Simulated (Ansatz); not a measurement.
Pulling on the Si4–H5 bond in BeH4OSi (SMILES [BeH][O][SiH3]) (multiplicity 1 held, fragments rigid). Energies count from the point at 1.481 Å.
Geometry at that point (charge 0, multiplicity 1):
```json
[
 {"atom": "Be", "x (Å)": "-1.5733", "y (Å)": "-0.9306", "z (Å)": "1.0320"},
 {"atom": "H", "x (Å)": "-2.5663", "y (Å)": "-1.5179", "z (Å)": "1.6833"},
 {"atom": "O", "x (Å)": "-0.5220", "y (Å)": "-0.3087", "z (Å)": "0.3424"},
 {"atom": "Si", "x (Å)": "0.7004", "y (Å)": "0.4143", "z (Å)": "-0.4594"},
 {"atom": "H", "x (Å)": "0.7902", "y (Å)": "-0.1299", "z (Å)": "-1.8341"},
 {"atom": "H", "x (Å)": "1.9793", "y (Å)": "0.1660", "z (Å)": "0.2455"},
 {"atom": "H", "x (Å)": "0.4603", "y (Å)": "1.8742", "z (Å)": "-0.5299"}
]
```

R- and RO- levels are restricted; in cc, def2 and unpolarised 6-31G sets they are followed outwards from rest. Active spaces are followed from a long bond inwards. Levels need not reach the same state.

Correlated levels freeze the cores.

Codes used: Ansatz (Gaussian orbitals). 

Problem. Estimate the energy at R = 4.740 Å that FIC-MRCISD+Q on CASSCF(2,2)/cc-pV(T+d)Z returns for this input.

Solution. 96.9 kcal/mol

Problem. Predict the energy at R = 4.740 Å from R-SCS-MP2/cc-pV(T+d)Z.

Solution. 125.4 kcal/mol

Problem. Give the energy at R = 4.740 Å at the level SC-NEVPT2 on CASSCF(2,2)/cc-pV(T+d)Z.

Solution. 92.9 kcal/mol

Doubts at one or more of the structures used: a restricted determinant that unrestricted orbitals would lower (R-SCS-MP2/cc-pV(T+d)Z).

Ansatz is an electronic-structure program.
